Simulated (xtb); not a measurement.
Job for xtb: GFN1-xTB on SnH, 2S+1 = 2, a spin state set in the input, which need not be the lowest, a point of a bond scan (R = 1.885 Å).

```
$ xtb mol.xyz --gfn 1 --sp --chrg 0 --uhf 1
2

H      0.00000000     0.00000000     0.00000000
Sn     0.00000000     0.00000000     1.88451800
```

Problem. What total energy does the run end on?

Solution. -2.9397 hartree.
